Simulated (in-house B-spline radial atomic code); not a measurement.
Removing one electron from Os30+

Closed shell [Kr] 4d10. Computed with an all-electron radial atomic-structure program (B-spline basis): Koopmans values of Dirac-Hartree-Fock plus a diagonal self-energy, in second order or with its direct term screened (direct RPA, with the hole-particle interaction, or full time-dependent Hartree-Fock), linearised in energy; no-pair Dirac-Coulomb Hamiltonian, finite nucleus. Shifts add to the Koopmans value (the ΔSCF shift is orbital relaxation alone); the final value takes TDHF screening with Breit and QED.

Command:
```bash
python run_mb.py task.json out
```
Settings (nuclear radius in fm, box in bohr, cutoff in hartree):
```
basis_form          2
Z                   76
core_configuration  [Kr] 4d10
rms_radius          5.4126
mass_number         192
speed_of_light      137.036
box_radius          3.575
lmax                7
intervals           57
virtual_cutoff      23104.0
```

Cost of the run: 63 s on 1 thread of Arm Neoverse V1 (shared host).

Energies in eV:

```
subshell  Koopmans  ΔSCF shift  second order  direct RPA  hole-particle   TDHF  Breit + QED    final
   4d5/2   1263.83      -1.628             ?           ?              ?      ?            ?        ?
   4d3/2   1283.40      -1.737        -0.098       0.173          0.015  0.014       -0.841  1282.57
```

Problem. What does the self-energy do to 4d5/2?

Solution. It shifts the removal energy by -0.072 eV in second order, 0.204 with direct RPA, 0.048 with the hole-particle term and 0.048 with TDHF screening (quasi-particle weight 0.991); Breit and QED add -0.516 eV. The final value is 1263.37 eV, against 1262 ± 4 eV (NIST, tabulated theory).
